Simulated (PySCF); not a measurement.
**Electronic structure of Be(2+) (beryllium, charge +2) at the UHF level**

Configuration: 1s2, closed-shell 1S. Calculation: PySCF 2.14, in aug-cc-pVDZ (4s3p2d, 23 functions); no relativity, point nucleus.

```json
{
  "Total energy": "-13.610800 hartree",
  "One-electron energy": "-15.8854 hartree",
  "Hartree (Coulomb) energy": "4.5492 hartree",
  "Exchange energy": "-2.2746 hartree",
  "Kinetic energy": "13.58238 hartree",
  "⟨S²⟩": "0.0000",
  "⟨L²⟩": "0.000",
  "Sum of ⟨r⟩": "0.8291 bohr",
  "Sum of ⟨r²⟩": "0.4645 bohr²",
  "Density at the nucleus (Gaussians lack the cusp)": "32.8 bohr⁻³",
  "Langevin diamagnetic susceptibility": "-0.368 ×10⁻⁶ cm³/mol",
  "Time after the integrals": "0.01 s of wall time on 1 thread of AMD EPYC 9R45 96-Core Processor (shared host)"
}
```

```csv
shell,electrons,mean orbital energy (eV),"rms radius, mean of both spins (bohr)"
1s,2,-154.24,0.482
```
